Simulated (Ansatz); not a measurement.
The cluster Cs5⁻. Total charge -1; singlet. Geometry PBE0/def2-TZVPD.

| atom | x (Å) | y (Å) | z (Å) |
| --- | --- | --- | --- |
| Cs1 | 0.000 | 0.000 | 0.000 |
| Cs2 | 3.478 | 0.541 | 3.571 |
| Cs3 | -1.398 | 4.491 | -1.739 |
| Cs4 | 1.398 | -4.491 | 1.739 |
| Cs5 | -3.478 | -0.541 | -3.571 |

In the def2 sets Cs takes a core potential; there is no spin–orbit coupling. HSE06 is defined as in plane-wave codes, on full-range PBE exchange. The restricted singlet is unstable towards broken spin symmetry in Hartree–Fock (as tested in another run); at PBE/def2-TZVPD, r2SCAN/def2-TZVPD, PBE0/def2-TZVPD, r2SCAN0/def2-TZVPD and others this wasn't settled. At PBE/def2-TZVPD the highest occupied level of the charge -1 singlet lies above zero (up to 0.01 eV). The electron is either unbound and held by the finite basis, or the level is raised by self-interaction error. Another isomer (singlet) lies 0.33 eV lower at PBE0/def2-TZVPD; other spin states weren't run for this one.

(1) Estimate the orbital energies around the gap (eV) in Ansatz with PBE/def2-TZVPD, r2SCAN/def2-TZVPD, PBE0/def2-TZVPD, r2SCAN0/def2-TZVPD, HSE06/def2-TZVPD.

Results:

(1) 
```csv
orbital,PBE/def2-TZVPD,r2SCAN/def2-TZVPD,PBE0/def2-TZVPD,r2SCAN0/def2-TZVPD,HSE06/def2-TZVPD
HOMO−9,-11.18,-11.80,-12.66,-13.02,-12.25
HOMO−8,-11.17,-11.78,-12.64,-13.01,-12.24
HOMO−7,-11.16,-11.78,-12.64,-13.01,-12.24
HOMO−6,-11.15,-11.76,-12.62,-12.99,-12.22
HOMO−5,-11.14,-11.76,-12.62,-12.99,-12.22
HOMO−4,-11.12,-11.73,-12.59,-12.95,-12.19
HOMO−3,-11.09,-11.70,-12.56,-12.92,-12.16
HOMO−2,-0.72,-0.75,-1.13,-1.16,-0.81
HOMO−1,-0.31,-0.34,-0.60,-0.63,-0.36
HOMO,0.01,0.00,-0.20,-0.21,-0.01
LUMO,0.17,0.22,0.41,0.41,0.20
LUMO+1,0.38,0.40,0.67,0.66,0.41
LUMO+2,0.68,0.64,0.95,0.91,0.70
LUMO+3,0.76,0.73,1.02,0.99,0.78
LUMO+4,0.84,0.83,1.14,1.12,0.88
LUMO+5,0.92,0.94,1.19,1.20,0.94
```
